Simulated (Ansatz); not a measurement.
Correlation energies of `N[Si@@H]1[AlH][Si@H]1F` by basis set

| atom | x (Å) | y (Å) | z (Å) |
| --- | --- | --- | --- |
| N1 | 1.108 | 1.673 | 0.689 |
| Si2 | 0.701 | 0.050 | 0.332 |
| Al3 | -0.597 | -0.499 | -1.743 |
| Si4 | -1.480 | -0.714 | 0.387 |
| F5 | -2.558 | -1.407 | 1.362 |
| H6 | 1.830 | 1.903 | 1.350 |
| H7 | 0.492 | 2.447 | 0.506 |
| H8 | 1.882 | -0.709 | 0.846 |
| H9 | -0.659 | -0.856 | -3.295 |
| H10 | -0.719 | -1.887 | -0.433 |

Total charge 0; spin multiplicity 1. The structure was optimised at the PBE0-D4/def2-TZVP level. It is one conformer, not always the lowest. Frozen core, restricted reference, Ansatz. CBS rows extrapolate triple and quadruple zeta; past MP2 they add the triple-zeta difference.

| basis | HF (Eh) | MP2 corr. |
| --- | --- | --- |
| def2-SVP | -976.20144 | -0.61195 |
| def2-TZVPP | -976.69840 | -0.78506 |
| def2-QZVPP | -976.73055 | -0.84937 |

(1) Estimate the CCSD correlation energy and the (T) correction in each basis where they were run (hartree).

Results:

(1) 
| basis | CCSD corr. | (T) |
| --- | --- | --- |
| def2-SVP | -0.66058 | -0.01997 |
| def2-TZVPP | -0.82716 | -0.03428 |
| CBS(def2) | -0.93912 | as TZ |
